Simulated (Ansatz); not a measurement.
```xyz
5

O     2.1739   -0.9711   -1.1812
C     1.0967   -0.6594   -1.2313
B    -1.0925    0.5414    0.7936
O    -0.2404    0.5099    1.6365
H    -1.9378    0.5793   -0.0176
```

Charge 0, multiplicity 1. The bonds changed during the relaxation, so this is another structure than the one it started from.

(1) List the ωB97M-V/def2-TZVPP orbital energies in eV (Ansatz 0.2.0). (Estimate.)

## Answers

(1) Ansatz gave: Occupied: -529.00, -526.18, -284.69, -188.78, -35.37, -30.47, -18.91, -16.25, -16.04, -16.03, -14.36, -13.58, -12.85, -12.65. Lowest empty: 1.37, 1.57, 2.00, 2.18, 3.00, 3.19, 4.57, 5.72.
